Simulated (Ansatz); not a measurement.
Br₅W, SMILES [W+]([Br])([Br])([Br])([Br])[Br], charge +1, multiplicity 1. Atoms are numbered in the order given.

```xyz
6

W      0.0000     0.0000     0.0000
Br    -0.0001     0.0000     2.4393
Br    -0.0001     0.0000    -2.4393
Br     2.3899     0.0000     0.0000
Br    -1.1949     2.0698     0.0000
Br    -1.1949    -2.0698     0.0000
```
Charge +1, spin multiplicity 1.

The structure is a stationary point at B3LYP-D3(BJ)/def2-SVP. The spin state was assumed, not searched. The def2 effective core potentials stand for the cores of W; spin–orbit coupling is left out.

Two levels are set side by side: PBE-D3(BJ)/def2-SVP (Ansatz, a first-principles code) and B3LYP-D3(BJ)/def2-SVP (Ansatz). Each level has its own optimised geometry; the coordinates shown are those of the second. Differences are taken from unrounded values.

```
quantity              B3LYP-D3(BJ)
--------------------  ------------
mean bond length (Å)         2.410
bond W1–Br2 (Å)              2.439
bond W1–Br3 (Å)              2.439
bond W1–Br4 (Å)              2.390
bond W1–Br5 (Å)              2.390
bond W1–Br6 (Å)              2.390
```

Question: What does PBE-D3(BJ) give, and how far is it from B3LYP-D3(BJ)? (The exact figures need the calculation; the answer reports its results.)

Answer: 
```json
[
 {"quantity": "mean bond length (Å)", "PBE-D3(BJ)": "2.413", "PBE-D3(BJ) minus B3LYP-D3(BJ)": "0.003"},
 {"quantity": "bond W1–Br2 (Å)", "PBE-D3(BJ)": "2.444", "PBE-D3(BJ) minus B3LYP-D3(BJ)": "0.005"},
 {"quantity": "bond W1–Br3 (Å)", "PBE-D3(BJ)": "2.444", "PBE-D3(BJ) minus B3LYP-D3(BJ)": "0.005"},
 {"quantity": "bond W1–Br4 (Å)", "PBE-D3(BJ)": "2.392", "PBE-D3(BJ) minus B3LYP-D3(BJ)": "0.002"},
 {"quantity": "bond W1–Br5 (Å)", "PBE-D3(BJ)": "2.392", "PBE-D3(BJ) minus B3LYP-D3(BJ)": "0.002"},
 {"quantity": "bond W1–Br6 (Å)", "PBE-D3(BJ)": "2.392", "PBE-D3(BJ) minus B3LYP-D3(BJ)": "0.002"}
]
```

Here PBE gives about what the other level gives.
